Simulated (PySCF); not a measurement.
ammonium (H₄N+), SMILES [NH4+], charge +1. Heavy atoms are numbered as in [NH4+:1]. Hydrogens are named by the atom that carries them.

The structure is a stationary point at r2SCAN-D4/def2-TZVPD.

Method: HF/pcSseg-2 run with PySCF.

GIAO shieldings, no solvent; atoms alike by connectivity are averaged. δ = σ(ref) − σ: ¹⁵N against NH3 (σ = 262.2 ppm); ¹H against TMS (σ = 31.98 ppm), references at their B3LYP-D3(BJ)/def2-TZVP geometries, non-relativistic.

```json
[
 {"nucleus": "¹⁵N", "atoms": "N1 (NH4)", "count": "1", "δ (ppm)": "22.0"},
 {"nucleus": "¹H", "atoms": "H on N1", "count": "4", "δ (ppm)": "5.64"}
]
```
